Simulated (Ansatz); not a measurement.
**Molecular dynamics of ZnH$_{16}$Cl$_{2}$O$_{8}$**

Input:

```yaml
accuracy: low
crystal:
  lattice:
    - [6.506109, 0.0, 0.0]
    - [0.0, 6.506109, 0.0]
    - [0.0, 0.0, 6.506109]
  atoms:
    - { symbol: O, position: [0.41840201, 0.50258235, 0.48968901] }
    - { symbol: H, position: [0.31594125, 0.38999434, 0.48650172] }
    - { symbol: H, position: [0.54433005, 0.45447204, 0.55649445] }
    - { symbol: O, position: [0.79603306, 0.60380039, 0.60309875] }
    - { symbol: H, position: [0.91030309, 0.50273474, 0.62651038] }
    - { symbol: H, position: [0.76209847, 0.64825814, 0.74659302] }
    - { symbol: O, position: [0.50304546, 0.95389285, 0.44524332] }
    - { symbol: H, position: [0.47369339, 0.98808945, 0.59175976] }
    - { symbol: H, position: [0.55120961, 0.81078921, 0.4465159] }
    - { symbol: O, position: [0.39595916, 0.06571225, 0.87904612] }
    - { symbol: H, position: [0.33283221, 0.20400516, 0.89071637] }
    - { symbol: H, position: [0.53055726, 0.07597335, 0.96026389] }
    - { symbol: O, position: [0.17424989, 0.8203604, 0.24102053] }
    - { symbol: H, position: [0.20705195, 0.67705515, 0.27206024] }
    - { symbol: H, position: [0.28055757, 0.90363437, 0.3155661] }
    - { symbol: O, position: [0.74323374, 0.06398268, 0.08463861] }
    - { symbol: H, position: [0.8349437, 0.16864963, 0.14886987] }
    - { symbol: H, position: [0.69222064, -0.00702043, 0.20687707] }
    - { symbol: O, position: [0.61643085, 0.63149754, 0.14234076] }
    - { symbol: H, position: [0.76205675, 0.59517502, 0.15605345] }
    - { symbol: H, position: [0.5492589, 0.54859504, 0.25123509] }
    - { symbol: O, position: [0.99662347, -0.0501234, 0.71378397] }
    - { symbol: H, position: [1.02438702, 0.07331263, 0.6216012] }
    - { symbol: H, position: [0.95468711, -0.15948897, 0.61304235] }
    - { symbol: Zn, position: [0.18019735, 0.83801192, 0.93246349] }
    - { symbol: Cl, position: [1.13903776, 0.49536583, -0.08966438] }
    - { symbol: Cl, position: [0.04147901, 0.26597206, 0.39275836] }
basis:
  ecutwfc: 420.0
kpoints:
  mp_grid: { grid: [1, 1, 1] }
hamiltonian:
  xc: pbe
scf:
  occupations: { method: fermi_dirac, width: 0.02 }
  lower_state_search: "off"
md:
  timestep: 0.5
  n_steps: 300
  ensemble: nvt_langevin
  temperature: 250.0
  initial_velocities: maxwell_boltzmann
  seed: 316111
  friction: 0.02
  masses: [{ species: H, mass: 2.014 }]
```

Launched with:

```bash
$ ansatz run input.yaml --threads 1 --pin off --max-ram 3072MiB --backend cpu --events-out ev --progress --plain --runs-dir out
```

It starts from a partly relaxed structure (largest force component 1.56 eV/Å).

Output, in part (step lines):

```
md step     0: t =     0.00 fs  T =   240.7 K  F+E_penalty+E_count = -10277.34556796 eV  E_kin = 0.840190 eV  (9 SCF iters)
md step     1: t =     0.50 fs  T =   236.0 K  F+E_penalty+E_count = -10277.32118328 eV  E_kin = 0.823804 eV  (8 SCF iters)
md step     2: t =     1.00 fs  T =   221.0 K  F+E_penalty+E_count = -10277.26792162 eV  E_kin = 0.771371 eV  (8 SCF iters)
md step     3: t =     1.50 fs  T =   208.1 K  F+E_penalty+E_count = -10277.19527495 eV  E_kin = 0.726120 eV  (8 SCF iters)
md step     4: t =     2.00 fs  T =   198.4 K  F+E_penalty+E_count = -10277.12025146 eV  E_kin = 0.692465 eV  (8 SCF iters)
md step     5: t =     2.50 fs  T =   195.3 K  F+E_penalty+E_count = -10277.05476736 eV  E_kin = 0.681585 eV  (5 SCF iters)
md step     6: t =     3.00 fs  T =   186.4 K  F+E_penalty+E_count = -10277.00776815 eV  E_kin = 0.650628 eV  (5 SCF iters)
md step     7: t =     3.50 fs  T =   172.2 K  F+E_penalty+E_count = -10276.99012814 eV  E_kin = 0.600862 eV  (5 SCF iters)
[... lines left out ...]
md step   300: t =   150.00 fs  T =   263.3 K  F+E_penalty+E_count = -10277.42844880 eV  E_kin = 0.918912 eV  (8 SCF iters)
```

The steps, from the saved trajectory:

| time (fs) | T (K) | potential energy less start (eV) |
| --- | --- | --- |
| 0.0 | 241 | 0.000 |
| 5.0 | 190 | 0.272 |
| 10.0 | 181 | 0.308 |
| 15.0 | 191 | 0.269 |
| 20.0 | 201 | 0.348 |
| 25.0 | 270 | 0.257 |
| 30.0 | 252 | 0.306 |
| 35.0 | 239 | 0.461 |
| 40.0 | 270 | 0.523 |
| 45.0 | 242 | 0.569 |
| 50.0 | 269 | 0.512 |
| 55.0 | 227 | 0.572 |
| 60.0 | 221 | 0.569 |
| 65.0 | 251 | 0.490 |
| 70.0 | 321 | 0.196 |
| 75.0 | 328 | 0.131 |
| 80.0 | 310 | 0.305 |
| 85.0 | 322 | 0.361 |
| 90.0 | 286 | 0.315 |
| 95.0 | 252 | 0.319 |
| 100.0 | 302 | 0.123 |
| 105.0 | 274 | 0.009 |
| 110.0 | 289 | 0.023 |
| 115.0 | 302 | 0.066 |
| 120.0 | 246 | 0.027 |
| 125.0 | 257 | -0.036 |
| 130.0 | 236 | -0.011 |
| 135.0 | 224 | 0.018 |
| 140.0 | 236 | -0.040 |
| 145.0 | 267 | -0.094 |
| 150.0 | 263 | -0.083 |

The run went to its last step. A run of 0.15 ps of so small a system gives no equilibrium averages. Limits of this set-up: coarse k mesh, low accuracy level.

Mean squared displacements from the first frame to the last, about the centre of mass: O 0.18 Å², H 0.34 Å², Zn 0.01 Å², Cl 0.06 Å².

Last frame:

```xyz
27
Lattice="6.5061 0.0000 0.0000 0.0000 6.5061 0.0000 0.0000 0.0000 6.5061" Properties=species:S:1:pos:R:3
O 3.151 3.313 2.742
H 2.559 2.593 3.001
H 3.979 3.233 3.318
O 5.039 3.778 4.442
H 5.915 3.274 4.373
H 4.688 3.661 5.366
O 3.351 6.037 3.001
H 3.190 6.504 3.865
H 3.251 5.073 3.170
O 2.527 0.541 5.636
H 2.085 1.429 5.675
H 3.299 0.450 6.246
O 1.063 5.324 1.427
H 1.768 4.669 1.647
H 1.205 6.204 2.004
O 4.722 0.151 0.814
H 5.386 0.819 0.767
H 4.525 0.014 1.792
O 4.296 3.908 0.341
H 4.478 4.825 0.700
H 3.804 3.496 1.055
O 6.318 -0.442 4.875
H 6.571 0.136 4.145
H 5.813 -1.202 4.436
Zn 1.311 5.362 5.995
Cl 7.734 3.197 -0.722
Cl 0.422 1.558 2.758
```

Time of the run: 6.6 min on 1 thread of Arm Neoverse V2 (shared host), peak memory 0.36 GiB.
